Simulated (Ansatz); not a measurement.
A set of 12 reactions (stannylene extrusion), with CCSD(T)/CBS values in kJ/mol:

```tsv
reaction	ΔE
`C[O][SnH]([CH3])[SH]` → `C[O][Sn][CH3]` + H₂S	92.5
`[CH3][Sn]([F])([F])[SiH3]` → `[F][Sn][F]` + `C[SiH3]`	-17.2
`C[O][Sn]([F])([O]C)[C](C)(C)C` → `COC(C)(C)C` + `C[O][Sn][F]`	26.1
`C[O][Sn]([CH3])([F])[SH]` → `C[O][Sn][F]` + CH₃SH	73.7
`[CH3][SnH]([F])[SH]` → CH₄ + `[F][Sn][SH]`	-46.0
`C[O][Sn]([CH3])([F])[SH]` → `COC` + `[F][Sn][SH]`	80.2
`C#[C][SnH]([CH3])[Cl]` → `C#C` + `[CH3][Sn][Cl]`	44.5
`C[O][Sn]([F])([O]C)[C](C)(C)C` → `CC(C)(C)F` + `C[O][Sn][O]C`	72.5
`[NH2][Sn]([NH2])([F])[F]` → F₂ + `[NH2][Sn][NH2]`	653.3
`C[O][SnH]([CH3])[SH]` → CH₃OH + `[CH3][Sn][SH]`	52.1
`[CH3][Sn]([F])([F])[SiH3]` → `[CH3][Sn][F]` + `F[SiH3]`	-3.9
`C[O][Sn]([CH3])([NH2])[Cl]` → `[CH3][Sn][Cl]` + `CON`	286.1
```

Program: Ansatz. Geometries: PBE0-D4/def2-TZVP. ΔE: electronic, gas phase. CCSD(T)/CBS is the MP2 limit (def2-TZVPP, def2-QZVPP) plus CCSD(T) − MP2 in def2-TZVPP, frozen cores. This one scheme is used for every species. DFT in def2-TZVPP. Elements past krypton have def2 core potentials. For Sn outer-core shells are correlated without core-valence functions, which leaves a few kJ/mol of doubt a bond. Each species was taken in one conformer, which may not be the lowest.

**Question.** Give the mean, mean absolute and largest difference (level minus CCSD(T)/CBS, kJ/mol) for: PBE-D4, r2SCAN-D4, PBE0-D4, ωB97M-V, B2PLYP, r2SCAN, PBE0, HF/def2-TZVPP, SCS-MP2/def2-TZVPP, CCSD(T)/def2-TZVPP, HF/def2-QZVPP, HF/CBS(def2), MP2/CBS(def2), CCSD/CBS(def2). (Estimate.)

**Answer.** Computed: 
```json
{"level": "PBE-D4", "mean": "-25.6", "mean absolute": "26.8", "largest": "-61.7"}
{"level": "r2SCAN-D4", "mean": "-9.7", "mean absolute": "11.0", "largest": "-21.7"}
{"level": "PBE0-D4", "mean": "-10.5", "mean absolute": "12.5", "largest": "-26.5"}
{"level": "ωB97M-V", "mean": "-12.6", "mean absolute": "12.6", "largest": "-21.8"}
{"level": "B2PLYP", "mean": "-27.2", "mean absolute": "27.2", "largest": "-38.3"}
{"level": "r2SCAN", "mean": "-12.8", "mean absolute": "13.7", "largest": "-25.4"}
{"level": "PBE0", "mean": "-19.2", "mean absolute": "19.7", "largest": "-37.1"}
{"level": "HF/def2-TZVPP", "mean": "-20.6", "mean absolute": "25.6", "largest": "-48.8"}
{"level": "SCS-MP2/def2-TZVPP", "mean": "-10.1", "mean absolute": "10.1", "largest": "-19.6"}
{"level": "CCSD(T)/def2-TZVPP", "mean": "-3.4", "mean absolute": "4.9", "largest": "-19.1"}
{"level": "HF/def2-QZVPP", "mean": "-19.8", "mean absolute": "26.1", "largest": "-47.0"}
{"level": "HF/CBS(def2)", "mean": "-19.7", "mean absolute": "26.2", "largest": "-46.8"}
{"level": "MP2/CBS(def2)", "mean": "3.9", "mean absolute": "6.5", "largest": "26.2"}
{"level": "CCSD/CBS(def2)", "mean": "-3.9", "mean absolute": "5.0", "largest": "-7.5"}
```

The largest T1 diagnostic in the set is 0.017, for `C[O][Sn][F]` (customary mark 0.02).

CCSD(T)/CBS is a level of theory with its own doubt, and the functionals carry their triple-zeta basis error, so these figures describe this set and don't rank the functionals.
